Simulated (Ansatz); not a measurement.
Z-matrix (Å, degrees):
```
Si
Cl 1 2.043
Cl 1 2.043 2 108.2
Cl 1 2.043 2 108.2 3 116.9
Ge 1 2.371 2 110.7 3 -121.5
H 5 1.534 1 108.8 2 -180.0
H 5 1.534 1 108.8 2 -60.0
H 5 1.534 1 108.7 2 60.0
```

Charge 0, multiplicity 1.

Task: List the CAM-B3LYP/def2-TZVPP orbital energies in eV (Ansatz 0.2.0). (An estimate is asked.)

Result: Ansatz gave: Occupied: -10852.49, -2764.83, -2764.83, -2764.83, -1803.97, -1356.79, -1207.74, -1207.72, -1207.72, -259.62, -259.62, -259.62, -198.66, -198.66, -198.66, -198.52, -198.52, -198.52, -198.52, -198.52, -198.52, -171.57, -148.25, -121.88, -121.85, -121.85, -103.61, -103.61, -103.54, -35.44, -35.44, -35.43, -35.36, -35.36, -25.99, -24.95, -24.95, -18.25, -16.20, -13.54, -13.54, -12.70, -11.73, -11.73, -11.58, -11.58, -10.93, -10.93, -10.61, -9.75. Lowest empty: 0.70, 0.83, 0.83, 1.67, 2.05, 2.76, 2.77, 4.31.
